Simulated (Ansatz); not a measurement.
Species: MoH$_{6}$ (charge 0, singlet). 
Coordinates optimised at B3LYP-D3(BJ)/def2-TZVP (Ansatz, a quantum-chemistry and plane-wave program):
```
Mo
H 1 1.6382
H 1 1.6382 2 61.59
H 1 1.6382 2 61.59 3 71.19
H 1 1.6886 2 64.77 3 -144.40
H 1 1.6886 2 116.38 3 -36.00
H 1 1.6886 2 116.38 3 107.19
```
Charge 0, spin multiplicity 1.

Total electronic energies in hartree. Valence correlation only, unless marked. Spin-orbit coupling is left out. Frozen are the shells of the preceding noble gas and the d and f shells that filled before the atom's block. In def2 rows, elements after Kr have scalar-relativistic effective core potentials. STO-3G rows are all-electron and non-relativistic. CBS(X,Y): correlation extrapolated as X^-3; Hartree-Fock from the larger set.

The T1 diagnostic of CCSD in the largest basis is 0.039, which is high, so the coupled-cluster rows are less sure than usual.

| level | program | energy (Eh) |
|---|---|---|
| SVWN5/def2-TZVPD | Ansatz | -71.50782 |
| r2SCAN/def2-TZVPD | Ansatz | -71.72054 |
| PBE0/STO-3G | Ansatz | -3940.90091 |
| BHLYP-D4/def2-TZVPD | Ansatz + dftd4 | -71.53909 |
| B2PLYP-D3(BJ)/def2-TZVPD | Ansatz + dftd3 | -71.47572 |
| MP2/STO-3G | Ansatz | -3939.34055 |
| SCS-MP2/def2-TZVPP | Ansatz | -71.17560 |
| CCSD/def2-TZVPP | Ansatz | -71.18722 |
| CCSD(T)/CBS(def2-TZVPP,def2-QZVPP) | Ansatz | -71.2344 |

Totals of different functionals don't rank their quality; only differences between species are comparable.
